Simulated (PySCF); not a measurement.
PbI₃, SMILES [Pb-]([I])([I])[I], charge -1.

Geometry optimised at B3LYP-D3(BJ)/def2-SVPD. The isomer is the one that the SMILES or the coordinates give; other isomers of the formula were not compared. The def2 effective core potentials stand for the cores of I, Pb; spin–orbit coupling is left out.

Calculation: PBE/def2-SVPD (PySCF).

Gas-phase values at a fixed geometry.

```yaml
total_energy: -1086.25401 hartree
point_group: C3v
highest_occupied_level: -2.26 eV
lowest_empty_level: 0.78 eV
orbital_gap: 3.04 eV
dipole_moment_about_the_centre_of_nuclear_charge: 3.62 D
mean_static_polarisability: 205.4 bohr³ (30.44 Å³)
polarisability_principal_values: 156.5, 229.9, 229.9 bohr³
```
